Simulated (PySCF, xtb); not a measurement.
BFHO, SMILES [OH+]=BF, charge +1.

GFN2-xTB in xtb 6.7.1 at its own geometry gives an orbital gap of 9.26 eV.

The structure is a stationary point at B3LYP-D3(BJ)/def2-TZVP. The geometry has at least one imaginary mode, so it is a saddle point at that level. The isomer is the one that the SMILES or the coordinates give; other isomers of the formula were not compared.

### Question
What does r2SCAN/def2-TZVPD (PySCF) give? (Estimate from the structure and the level; the computed values follow.)

### Answer
gap 10.83 eV (levels -18.29 and -7.47 eV).
